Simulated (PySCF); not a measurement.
CH₂, charge +1, doublet, at a GFN2-xTB geometry (a state made from the parent by changing its charge; the spin is typed, not shown lowest). Base run: B3LYP/3-21G (PySCF).

Geometry (Å):
```xyz
3

C      0.0000     0.0000     0.0000
H      0.0000     0.0000    -1.1119
H      0.0000     0.0000     1.1119
```
Charge +1, spin multiplicity 2.
Orbitals are unrestricted.
All else is at PySCF's defaults.
Base energy -38.55162 Eh.

Variants of this job, named by their change:

| change | ΔE vs base (µEh) | SCF cycles | <S^2> | outcome |
|---|---|---|---|---|
| base | 0.0 | 7 | 0.753 | converged |
| solver = newton | 0.0 | - | 0.753 | converged |
| diis = off; damp = 0.3 (with mf.diis_start_cycle = 200; with mf.max_cycle = 150) | 0.0 | 14 | 0.753 | converged |
| level_shift = 0.3 (with mf.max_cycle = 100) | 0.0 | 10 | 0.753 | converged |
| level_shift = 0.1 (with mf.max_cycle = 100) | 0.0 | 8 | 0.753 | converged |
| conv_tol = 1e-12 | - | 50 | - | not converged |
| diis_space = 4 | 0.0 | 7 | 0.753 | converged |
| solver = newton; init_guess = 1e | 0.1 | - | 0.753 | converged |
| diis_space = 20 | 0.0 | 7 | 0.753 | converged |
| level_shift = 0.5 (with mf.max_cycle = 100) | 0.1 | 11 | 0.753 | converged |
| conv_tol = 1e-11 | 0.0 | 10 | 0.753 | converged |
| level_shift = 1.0 (with mf.max_cycle = 100) | 0.0 | 17 | 0.753 | converged |
| init_guess = 1e | 0.1 | 8 | 0.753 | converged |

Open shells are given as the SCF converged; they aren't shown to be the lowest states, and a large step between rows can be another state.
